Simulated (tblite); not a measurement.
Compound: C7H5NS.
SMILES with atom numbers: `[N:1]#[C:2][S:3][c:4]1[cH:5][cH:6][cH:7][cH:8][cH:9]1` (hydrogens: H10 on C5; H11 on C6; H12 on C7; H13 on C8; H14 on C9)

Geometry (GFN2-xTB, Å), atoms numbered from 1 in this order:
```
atom  x, y, z in Å
N1     3.518    0.290    1.438
C2     3.071   -0.035    0.433
S3     2.402   -0.509   -1.030
C4     0.691   -0.224   -0.521
C5    -0.045   -1.278   -0.010
C6    -1.356   -1.057    0.375
C7    -1.916    0.203    0.246
C8    -1.167    1.248   -0.270
C9     0.144    1.040   -0.660
H10    0.401   -2.256    0.087
H11   -1.938   -1.873    0.777
H12   -2.938    0.372    0.547
H13   -1.605    2.230   -0.371
H14    0.736    1.847   -1.064
```

Method: GFN2-xTB as coded in tblite; computed harmonic values from a numerical Hessian at the method's own geometry, unscaled. Errors from tens to a few hundred cm⁻¹ against measured bands are possible. One conformer, not necessarily the lowest. The optimisation stopped once no atom felt more than 0.01 eV/Å.

Lowest wavenumbers of the output (negative numbers stand for imaginary wavenumbers):
```
mode    cm-1
  1     -34.0
  2      70.9
  3     188.1
  4     252.0
  5     365.7
  6     367.3
  7     374.8
  8     412.7
```

Question: Is this structure a minimum?

Answer: Not by this Hessian. 1 mode is imaginary beyond 20i (34i cm⁻¹), so at this level the point lies at or near a first-order saddle. The curvature is small, so loose convergence or finite differences may be the whole cause.

Question: Which atoms move in the imaginary mode?

Answer: 34i: N1 (cyano nitrogen) 27 %, S3 (sulfur bonded to 2 C) 13 %, C9 (aromatic CH carbon) 11 %, C6 (aromatic CH carbon) 11 %. These are shares of the mass-weighted motion.

Question: What is the remedy?

Answer: Step along that mode in both directions, optimise again with tighter thresholds and repeat the frequencies. The zero-point energy of this point (60.9 kcal/mol) counts the 35 real modes alone, and thermal corrections from it aren't those of a minimum.

Time: 0.45 s wall. Hardware: Arm Neoverse V1, one thread, shared host with 32 logical CPUs at a one-minute load of 14. This covers the Hessian and the dipole derivatives.
